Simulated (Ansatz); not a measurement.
Program: Ansatz 0.2.0.

A structure relaxed at PBE0-D4/def2-TZVP, charge 0, multiplicity 2:

```xyz
8

C    -1.069   -1.490    0.011
C    -0.100   -0.835   -0.564
Si    0.433    0.846    0.013
Cl    2.441    0.823    0.401
Cl   -0.586    1.355    1.709
H    -1.744   -1.342    0.843
H     0.430   -1.257   -1.420
H     0.195    1.899   -0.994
```

Task: Give its formula and SMILES.

Result: C2H3Cl2Si, `[CH]=C[SiH](Cl)Cl`.

Task: Summarise the bond lengths by kind.

Result: 1 × C–C 1.303 Å; 2 × C–H 1.081 to 1.092 Å; 1 × C–Si 1.856 Å; 2 × Cl–Si 2.043 to 2.045 Å; 1 × H–Si 1.477 Å.
